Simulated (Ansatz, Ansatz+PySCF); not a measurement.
| atom | x (Å) | y (Å) | z (Å) |
| --- | --- | --- | --- |
| Li | 0.0000 | 0.0000 | -0.5193 |
| H | 0.0000 | 0.0000 | 1.5579 |

Basis set: 6-31G (spherical functions). All electrons are correlated. Charge 0, multiplicity 1.

Computed with Ansatz (development build ahead of 0.2.0); each method stands on the lowest determinant of its kind that the runs found. Restricted open shells among the atoms or ions are ROHF, correlated in semicanonical orbitals with singles. Restricted functionals stand beside restricted open-shell atoms, which can lie above the unrestricted atoms usual in DFT and then raise those values.

(1) Give the atomization energy at this shape (free ground-state atoms in the same class of orbitals less the molecule, no zero-point energy) of singlet LiH by PBE0 (restricted), RHF-CCSD(T), RHF-MP2, RHF.

Results:

(1)

```csv
method,atomization energy
PBE0 (restricted),41.76 kcal/mol
RHF-CCSD(T),36.78 kcal/mol
RHF-MP2,31.02 kcal/mol
RHF,22.22 kcal/mol
```

Caution for RHF-CCSD(T), RHF-MP2: bonds are stretched, where a single reference can fail.

This basis has no polarisation functions and is too small for such energies, which can lie far from measured ones in either direction.
